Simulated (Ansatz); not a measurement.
System: thiophen-3-ylsilane, C₄H₆SSi (charge 0, singlet). 
Structure (B3LYP-D3(BJ)/def2-TZVP (Ansatz, a first-principles code) minimum search):
```
C
C 1 1.3721
H 2 1.0783 1 127.70
C 1 1.4324 2 110.94 3 180.00
C 4 1.3631 1 113.38 2 0.00
H 5 1.0777 4 128.15 1 180.00
H 4 1.0812 5 122.83 6 0.00
S 2 1.7174 3 119.72 1 180.00
Si 1 1.8610 2 123.33 3 0.00
H 9 1.4812 1 108.77 2 0.00
H 9 1.4829 10 109.21 1 121.20
H 9 1.4829 10 109.21 11 117.61
```
Charge 0, spin multiplicity 1.

Computed values are from Ansatz. Correlated levels leave the core frozen unless marked. Open shells are spin-unrestricted. Spin-orbit coupling is left out. No relativistic terms. CBS marks a two-point X^-3 extrapolation of the correlation energy; Hartree-Fock from the larger set.

The Hartree-Fock reference is unstable (checked in the largest basis), which strains HF and MP2. 

What is the total energy at CCSD(T)/CBS(cc-pV(T+d)Z,cc-pV(Q+d)Z)?

-842.6429 Eh.

What is the T1 diagnostic at CCSD/cc-pV(Q+d)Z?

0.013.

What is the atomisation energy De at CCSD(T)/CBS(cc-pV(T+d)Z,cc-pV(Q+d)Z)?

4911.0 kJ/mol.

What is the dipole moment at CCSD(T)/aug-cc-pV(D+d)Z?

0.49 D.
